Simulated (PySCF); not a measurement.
Species: C₃H₁₁N₂OSi (doublet state).
Z-matrix (Å and degrees, GFN2-xTB geometry), rows numbered from 1:
```
C 
C   1  1.4711
C   2  1.5441  1  111.66
O   2  1.3973  1  110.17  3   122.23
Si  4  1.6212  2  126.55  1   148.33
N   5  1.7323  4  108.60  2   -56.85
N   5  1.7192  4  100.56  2   174.84
H   1  1.0713  2  119.86  3    57.66
H   1  1.0702  2  120.04  3  -119.48
H   2  1.1073  1  109.51  3  -117.59
H   3  1.0860  2  109.28  1  -177.33
H   3  1.0863  2  109.21  1    63.55
H   3  1.0857  2  110.17  1   -56.75
H   5  1.4632  4  115.10  2    58.38
H   6  1.0083  5  118.83  4   -40.76
H   6  1.0056  5  119.03  4  -179.06
H   7  1.0048  5  119.83  4    11.32
H   7  1.0033  5  120.38  4   157.01
```

The hyperfine couplings belong to this conformer and change with its torsions.

The species is `[C@H](O[SiH](N)N)([CH2])C` [radical].

The calculation used UKS B3LYP, pcH-1 on C H N O Si, non-relativistic, mean-field spin-orbit, GIAO in PySCF. Geometry: GFN2-xTB, one conformer, isolated molecule. Couplings are sensitive to structure, and on GFN2-xTB geometries they can be far from those on DFT ones. The SCF solution wasn't tested for stability.

Largest spin populations (Mulliken): C1 (+1.08) and C2 (-0.08). No atom but C1 exceeds +0.15. The positive populations add up to 1.18 and the negative ones to -0.18, together 2S = 1. The angles at C1 add up to 359.9°, so it is planar; its axial dipolar tensor and the negative couplings of its protons fit spin in a p orbital normal to that plane.

Task: Find Q in a(H) = Q·ρ(C) for the protons on the planar carbons that carry spin.

Result: 
```
 H   C    ρ(C)  a(H) (G)  a/ρ (G)
H8  C1  +1.081    -22.30    -20.6
H9  C1  +1.081    -23.33    -21.6
```

These protons share one ρ (within 0.01), so their mean ratio, Q = -21.1 G, is no test of linearity. In McConnell's picture π spin on carbon polarises the C–H bond and leaves opposite spin at the proton, which makes Q negative, as found here.

Couplings in gauss use g_iso = 2.0026.

Hardware: one thread of an Arm Neoverse V2 (shared host). Cost: 97 s (with the writing of density and orbital grids), 0.97 GiB resident at most.
